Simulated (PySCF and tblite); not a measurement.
Results of a calculation; reference values are marked as such.
C₈H₁₁F₃, numbered as in [F:1][C:2]([F:3])([F:4])[C@@H:5]1[CH:6]=[CH:7][CH2:8][CH2:9][CH2:10][CH2:11]1.

Free energies: PBE0-D3(BJ)/6-31G* on GFN2-xTB structures plus GFN2-xTB thermal terms, symmetry and mirror images included. Conformers within 2.5 kcal/mol (GFN2-xTB free energy) were kept, 4 at most. GIAO shieldings: KT2/6-31G*. Shifts are against CFCl3 (¹⁹F) at the same level. Codes: tblite and PySCF.

The 7-ring runs over atoms 5–6–7–8–9–10–11.

| conformer | shape | symmetry | E(GFN2) kcal/mol | E(DFT) kcal/mol |
| --- | --- | --- | --- | --- |
| 1 | 7-ring puckered (ring torsions 0, 62, -78, 67, -67, 79, -64°) | C1 | 0.00 | 0.00 |
| 2 | 7-ring puckered (ring torsions -4, -30, 81, -44, -45, 84, -33°) | C1 | 1.38 | 0.88 |
| 3 | 7-ring puckered (ring torsions -1, -49, 73, -74, 70, -64, 46°) | C1 | 2.03 | 0.74 |

**Question.** How much do the weights at 298.15 K and the averaged shift of F1/F3/F4 depend on how the conformers are weighted?

**Answer.** 
```csv
weighting,1 (%),2 (%),3 (%),δ (ppm),rms dipole (D)
"DFT energy with thermal terms, symmetry and mirror images (full scheme)",75,14,10,-116.9,2.53
DFT energy with symmetry and mirror images,66,15,19,-115.8,2.49
bare DFT energy,66,15,19,-115.8,2.49
GFN2-xTB energy with symmetry and mirror images,88,9,3,-117.8,2.56
GFN2-xTB free energy,91,7,1,-118.0,2.57
leading conformer alone,100,0,0,-118.1,2.57
equal weights,33,33,33,-114.0,2.43
"full scheme, search stopped after three starts",88,0,12,-116.6,2.52
```

The largest departure from the full scheme, 2.9 ppm, comes with: equal weights.

Unscaled ¹⁹F shifts at such levels can be off by tens of ppm; differences between conformers or isomers are more reliable.


Conformer gaps in 6-31G* on xTB geometries can be 2 kcal/mol off for S=O, P=O and other polar bonds.